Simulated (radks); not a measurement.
Values are calculated unless marked as measured or tabulated.
Trend from Lu to Hg: ionisation energy by Delta-SCF between NIST ground configurations, and size. Level of theory: Dirac Kohn-Sham, PBE, spin-unpolarised, spherical densities, point nucleus; open shells fill j = l - 1/2 first (a radial shooting solver on a logarithmic mesh with Libxc functionals).

species       configuration  IE (eV)  NIST (eV)  kind  -e(HOMO) (eV)  outermost  <r> outermost (bohr)
Lu        [Xe] 4f14 5d1 6s2    5.447      5.426  exp.  1.866 (5d3/2)      6s1/2                  3.66
Hf        [Xe] 4f14 5d2 6s2    6.695      6.825  exp.  2.819 (5d3/2)      6s1/2                  3.47
Ta        [Xe] 4f14 5d3 6s2    8.371      7.550  exp.  3.738 (5d3/2)      6s1/2                  3.32
W         [Xe] 4f14 5d4 6s2    8.766      7.864  exp.  4.646 (5d3/2)      6s1/2                  3.20
Re        [Xe] 4f14 5d5 6s2    9.160      7.834  exp.  4.806 (5d5/2)      6s1/2                  3.09
Os        [Xe] 4f14 5d6 6s2    9.514      8.438  exp.  5.672 (5d5/2)      6s1/2                  2.99
Ir        [Xe] 4f14 5d7 6s2    9.838      8.967  exp.  6.295 (6s1/2)      6s1/2                  2.91
Pt        [Xe] 4f14 5d9 6s1    9.193      8.959  exp.  5.601 (5d5/2)      6s1/2                  2.94
Au       [Xe] 4f14 5d10 6s1    9.427      9.226  exp.  5.780 (6s1/2)      6s1/2                  2.87
Hg                     [Hg]   10.701     10.438  exp.  6.829 (6s1/2)      6s1/2                  2.70

Reference values: NIST Atomic Spectra Database (exp. = measured, semi-emp. = semi-empirical, theory = theoretical value adopted there). Spin polarisation and multiplet splitting are left out, so open shells lie too high by an amount that depends on their filling.

Beside tabulated values, note that spin-unpolarised runs miss the spin-polarisation part of the exchange energy of open shells.
